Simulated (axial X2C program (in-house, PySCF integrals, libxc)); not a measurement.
# Low determinants of MnO⁻ at the PBE0 level, with spin–orbit coupling

All values were computed with an axial X2C code built on PySCF integrals. Two-component (2c) means X2C with spin–orbit coupling and atomic mean-field two-electron Coulomb and Gaunt terms. Basis: Mn dyall-acv3z [10s11p7d4f2g], O dyall-av3z [7s6p3d2f] (cores contracted in-house); Gaussian nuclei, density fitting, unrestricted open shells. Masses: Mn 54.938 u, O 15.995 u.

Search at 1.664 Å (vertical energies from the lowest determinant):

```
ΔE (eV)  state  electrons beyond evenly filled partner blocks  electrons in ±ω = 1/2, 3/2, 5/2, 7/2
   0.00  Ω = 2                              ω = -1/2, ω = 5/2                              25 8 1 0
   0.13  Ω = 3                               ω = 1/2, ω = 5/2                              25 8 1 0
   1.28  Ω = 4                               ω = 3/2, ω = 5/2                              24 9 1 0
   1.30  Ω = 1                              ω = -3/2, ω = 5/2                              24 9 1 0
   2.14  Ω = 1                 ω = 1/2, 2 × ω = 3/2, ω = -5/2                              25 8 1 0
   2.20  Ω = 1                          3 × ω = -1/2, ω = 5/2                              25 8 1 0
   2.26  Ω = 0                2 × ω = -1/2, ω = -3/2, ω = 5/2                              26 7 1 0
```

Lowest determinant, Ω = 2 (⟨Sz⟩ = 2.00, ⟨Lz⟩ = 0.00 at PBE0): Re = 1.660 Å, ωe = 797.2 cm⁻¹.

The determinant in row 2 of the search, Ω = 3 (⟨Sz⟩ = 3.00, ⟨Lz⟩ = 0.00 at PBE0), was followed along the bond at PBE0; measured from the minimum of the lowest determinant it gives:

Te = 0.089 eV (718 cm⁻¹), Re = 1.717 Å, ωe = 772.7 cm⁻¹.

Compare the bond of the determinant in row 2 with that of the lowest one.

At PBE0 its Re is 0.057 Å longer and its force constant, which goes as ωe², is 0.94 times that of the lowest determinant. T0 ≈ Te + Δωe/2 = 718 + (-12) = 706 cm⁻¹.

The search compares states at one distance, so a state with another bond length can lie lower; it is not exhaustive and yields mostly the lowest determinant of each block pattern, so other components and higher states of one pattern are missing. These are energies of single determinants, not of spin-adapted states; PBE0 term energies can be off by some tenths of an eV, and the functional has no current term. Open-shell Ω = 0 determinants with evenly filled partner blocks cannot be reached by this program, so the Ω shown need not be the lowest component. The lowest determinant need not be the ground state where others lie within half an eV. For an anion, determinants above electron detachment are held by the basis set. The highest occupied level of some functionals is positive through self-interaction error; at Hartree–Fock it is bound. Row 1 has a positive highest level at its minimum. Row 2 has a positive highest level at its minimum.
